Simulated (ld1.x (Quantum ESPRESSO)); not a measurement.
**Before and after: TM potential for oxygen**

oxygen (O), norm-conserving Troullier–Martins (Kleinman–Bylander form), made with ld1.x (Quantum ESPRESSO) 7.5 (PBE, scalar-relativistic). Core [He], reference 2s1.5 2p4.5. Waves: 2s (bound): rc 0.60 bohr; 2p (bound): rc 2.00 bohr; 3d channel at 0.05 Ry: rc 1.80 bohr. Local part: the d channel. Core correction: none.

All-electron outer shells of the reference configuration (PBE, scalar-relativistic, ld1.x):

```csv
shell,level (eV),outermost node (bohr),outermost maximum (bohr)
1s,-515.06,–,0.13
2s,-24.20,0.28,0.87
2p,-9.25,–,0.82
```

Change: local potential the p channel.

Cutoffs: the cutoffs (Ry, on a coarse ladder) from which the occupation-weighted sum of valence levels, in a spherical-Bessel basis at the reference potential, stays within 10 and 1 mRy of its value at 400 Ry; they do not see the model core or the augmentation charge, which bear on the density cutoff. Errors are all-electron minus pseudo energies relative to the spin-unpolarised reference configuration.

**Question.** What does the change do?

**Answer.** Of the 7 tests that both files solve, the error grows in 3 and shrinks in 2 by more than 15 % and 0.3 meV (median size 48.3 → 113.2 meV); the range in which the s phases agree narrows (upper end 1.7 → 0.6); neither file shows a bound ghost.

```csv
quantity,base,changed
"cutoff, loose",180 Ry,180 Ry
"cutoff, tight",over 300 Ry,over 300 Ry
bound ghosts,none,none
"error for 2s2 2p4, meV [ΔE -7.47 eV]",+1.4,+1.1
"error for 2s2 2p3, meV [ΔE 8.96 eV]",+163,+116
"error for 2s2 2p2, meV [ΔE 42.55 eV]",+849,+673
"error for 2s2 2p1, meV [ΔE 96.42 eV]",+2794,+2515
"error for 2s1 2p4, meV [ΔE 24.19 eV]",-48,-113
"error for 2s2 2p4.3, meV [ΔE -9.59 eV]",-12,-18
"error for 2s0 2p6, meV [ΔE 22.47 eV]",-2.6,-5.0
s: phases at 2.20 bohr within 0.05 rad from the reference energy up to (Ry; the scan ends near 5),1.7,0.6
p: phases at 2.20 bohr within 0.05 rad from the reference energy up to (Ry; the scan ends near 5),1.5,0.8
d: phases at 2.20 bohr within 0.05 rad from the reference energy up to (Ry; the scan ends near 5),to the end of the scan,4.7
```
